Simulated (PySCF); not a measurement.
# Reading the logs of faulty runs: CH5OSi2

These are calculations, not measurements. They come from PySCF 2.14.0, an open-source quantum chemistry program, on an isolated molecule that a program drew, which may never have been made. The molecule is CH5OSi2 (charge 0, doublet), drawn as the SMILES string `C[Si](=O)[SiH2]`.

Each row is a Hartree-Fock (HF) and frozen-core CCSD(T) single point in the cc-pV(D+d)Z basis, meant for a local HF minimum. Run 1 is clean. Each other run has one planted mistake out of seven kinds, and not every kind appears here: one electron removed, one electron added, multiplicity raised by two, geometry at a saddle point, minimal basis STO-3G, one bond length entered in bohr, all coordinates scaled. The reference is restricted for singlets and unrestricted otherwise, and also for a bond in bohr. Adding or removing an electron swaps singlet and doublet. Electrons count all cores. HOMO and LUMO are orbital energies over both spins, the gradient is its largest component, and the lowest frequency (negative if imaginary) is given only where the gradient is small. Bond lengths are over the 8 bonds as drawn. T1 is the CCSD diagnostic: over 0.02 (restricted) or 0.045 (unrestricted) a single reference is doubtful.

Geometry of the clean run:
```xyz
9
CH5OSi2, angstrom
C    -1.0828    0.0340   -1.6129
Si   -1.4358    1.1974   -0.2036
O    -2.8051    1.6448    0.2247
Si    0.4608    1.8423    0.9842
H    -0.4806    0.5373   -2.3758
H    -2.0134   -0.3130   -2.0643
H    -0.5084   -0.8287   -1.2615
H     1.7349    1.7817    0.2327
H     0.3329    3.0927    1.7570
```

```
run  electrons  basis functions  <S^2>  HOMO (eV)  LUMO (eV)  gradient (hartree/bohr)  lowest frequency (cm^-1)  mean bond (Å)  longest bond (Å)      T1  HF (hartree)  CCSD(T) (hartree)                          mistake
  1         47               99  0.767      -9.16       0.22                  1.2e-05                        59         1.4911             2.329  0.0207    -693.48809         -694.05688                         no fault
  2         48               99  0.000      -1.40       7.51                  5.1e-02                         -         1.4911             2.329  0.0187    -693.50631         -694.10373               one electron added
  3         47               99  1.354      -8.87       0.29                  2.0e-02                         -         1.7501             4.401  0.0761    -693.40421         -693.96523  one bond length entered in bohr
  4         47               33  1.206      -5.05       6.03                  1.1e-01                         -         1.4911             2.329  0.0666    -685.26882         -685.50699             minimal basis STO-3G
  5         47               99  0.766      -9.13       0.28                  8.0e-02                         -         1.4330             2.238  0.0190    -693.47253         -694.03302           all coordinates scaled
  6         47               99  3.776      -5.54       0.32                  1.7e-01                         -         1.4911             2.329  0.0367    -693.36820         -693.89423                                ?
```

**Which mistake was planted in run 6, and what did it cost?**

Electrons, basis and geometry are unchanged, and <S^2> is 3.776, beside S(S+1) = 3.75 for a multiplicity of 4. So the mistake is: multiplicity raised by two. Subtracting run 1 and multiplying by 627.51 kcal/mol a hartree, the energy moved by 75.2 kcal/mol in HF and 102.1 kcal/mol in CCSD(T).

Cautions from the logs. Run 3: T1 is over the limit, so its CCSD(T) energy is less reliable; run 4: T1 is over the limit, so its CCSD(T) energy is less reliable.
